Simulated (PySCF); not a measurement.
# Si (silicon, neutral) across methods

[Ne] 3s2 3p1 4s1, high-spin 3P determinant (an excited configuration). Calculation: PySCF 2.14, in dyall-acv3z; the spin-free X2C one-electron Hamiltonian (Gaussian nucleus).

| method | E (hartree) | mean ε 3s β (eV) | mean ε 3p α (eV) | mean ε 4s α (eV) | Σ⟨r²⟩ (bohr²) | ⟨S²⟩ |
| --- | --- | --- | --- | --- | --- | --- |
| M06-L | -289.7805 | -13.971 | -7.853 | -1.825 | 65.89 | 2.006 |
| r2SCAN | -289.7715 | -13.919 | -8.039 | -1.865 | 63.76 | 2.010 |
| BLYP | -289.8284 | -13.651 | -7.367 | -1.676 | 62.78 | 2.003 |
| UHF | -289.29017 | -17.052 | -11.626 | -2.928 | 65.17 | 2.016 |
| PBE | -289.6667 | -13.715 | -7.648 | -1.897 | 63.32 | 2.004 |
| TPSSh | -289.8172 | -14.191 | -8.352 | -1.979 | 64.18 | 2.007 |
| PBE0 | -289.6870 | -14.831 | -8.778 | -2.236 | 63.75 | 2.006 |
| LDA | -288.6442 | -13.837 | -7.518 | -1.904 | 62.40 | 2.001 |

The outer electron is Rydberg-like, and this basis confines it to a smaller radius and binds it less than a complete one would.
